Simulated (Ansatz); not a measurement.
Reaction (redistribution): `[SiH3][O][Cd][Cl]` + `BrBBr` → `[SiH3][O][Cd][Br]` + `ClBBr`

Computed with Ansatz on PBE0-D4/def2-TZVP structures; ΔE is electronic, products minus reactants. CCSD(T)/CBS is the MP2 limit (def2-TZVPP, def2-QZVPP) plus CCSD(T) − MP2 in def2-TZVPP, frozen cores. Functionals use def2-TZVPP. Elements past krypton have def2 core potentials. For Br, Cd outer-core shells are correlated without core-valence functions, which leaves a few kJ/mol of doubt a bond. Scalar relativity is left out up to krypton. One conformer a species, not always the lowest.

```csv
level,ΔE (kJ/mol)
r2SCANh-D4,-35.3
r2SCAN0,-36.5
```

Question: What does CCSD(T)/CBS give? (An estimate is asked.)

Answer: Computed: -32.6 kJ/mol. The listed levels differ from it by -2.7, -3.9 kJ/mol.

Largest T1 diagnostic among the species: 0.014.

In def2-TZVPP, CCSD(T) changes the Hartree–Fock value by +8.8 kJ/mol (the triples alone add +0.7 kJ/mol) and MP2 by +9.3 kJ/mol. From BLYP to BHLYP (50 % exact exchange), in def2-TZVPP and without D4, ΔE moves by −3.9 kJ/mol.
